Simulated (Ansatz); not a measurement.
A nudged elastic band was laid between two geometries of CH2BrClOSi (7 atoms, charge 0, multiplicity 1).

The calculation used Ansatz 0.2.0, RKS PBE0-D4/def2-SVP.

- movable images: 9
- climbing image: yes
- spring: 5.0 eV/Å²
- optimiser: quadratic models (default)
- start path: through a guess of the saddle point
- force threshold: 0.05 eV/Å
- iteration limit: 42
- end points: relaxed

Initial state:

```xyz
7
Properties=species:S:1:pos:R:3
Cl -0.387 -1.581 1.664
C -0.113 -0.805 0.104
Br -0.730 -1.922 -1.354
O 1.176 -0.322 -0.073
Si 0.079 1.004 -0.086
H 0.148 1.893 1.095
H -0.111 1.665 -1.396
```

Final state:

```xyz
7
Properties=species:S:1:pos:R:3
Cl 0.246 -1.463 1.410
C -0.240 -0.436 0.077
Br -1.041 -1.493 -1.348
O 0.888 0.274 -0.451
Si -0.788 1.414 0.161
H -0.049 1.608 1.483
H 1.044 0.028 -1.377
```

Q: What changes between the two ends?

A: Bonds broken: Si5–H7. Bonds formed: O4–H7.

Q: Give the energies along the band, and the barrier.

A: The forces met the threshold. The highest image is number 5 of 0 to 10, 227.8 kJ/mol above the first end and 114.1 kJ/mol above the last; the last end lies 113.7 kJ/mol above the first. A vibrational analysis at the climbing image gives one clearly imaginary mode, 1456i cm⁻¹: a first-order saddle point. The orbitals stay closed-shell, which can raise the energy where a bond breaks towards radicals; this wasn't checked here.

```
image  path coordinate (Å)  energy (kJ/mol)  Si5–H7 (Å)  O4–H7 (Å)
    0                 0.00              0.0        1.48       2.71
    1                 0.33              6.3        1.47       2.59
    2                 0.67             38.4        1.46       2.33
    3                 1.00            103.3        1.46       2.03
    4                 1.34            178.6        1.50       1.71
    5                 1.67            227.8        1.61       1.34
    6                 1.96            185.1        1.82       1.06
    7                 2.24            150.8        2.10       0.99
    8                 2.52            131.7        2.32       0.97
    9                 2.81            117.8        2.54       0.97
   10                 3.09            113.7        2.77       0.97
```

Q: What is the geometry of the highest image?

A: 
```xyz
7
Properties=species:S:1:pos:R:3
Cl -0.048 -1.349 1.599
C -0.131 -0.645 -0.018
Br -0.948 -1.865 -1.287
O 1.045 -0.136 -0.418
Si -0.472 1.242 -0.089
H -0.108 1.727 1.298
H 0.724 0.958 -1.131
```

Q: What are the harmonic wavenumbers there?

A: 1456i, 162, 214, 285, 307, 411, 460, 546, 627, 803, 860, 909, 1218, 1945, 2139 cm⁻¹.

Run time: 4.5 min on 2 threads of Arm Neoverse V1 (shared host), peak memory 0.26 GiB.
